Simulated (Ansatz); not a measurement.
A structure relaxed at r2SCAN-D4/def2-TZVP in Ansatz, charge 1, doublet:

```xyz
6

Li    2.1335    1.1658   -0.7607
Li    1.0652   -2.2631   -0.4884
Li   -1.8893   -1.2913    1.3788
Li   -0.7649    2.3144    1.0898
Li   -0.7606    0.0975   -1.7847
Al    0.2161   -0.0233    0.5651
```

Problem. Give its formula and point group.

Solution. the cluster Li5Al⁺. Point group Cs (tolerance 0.1 Å).

Problem. Summarise the bond lengths by kind (pairs closer than 1.2 times the sum of covalent radii, bridged metal pairs left out).

Solution. 5 × Al–Li 2.55 to 2.62 Å.

The structure comes from a short search, and lower isomers may exist.
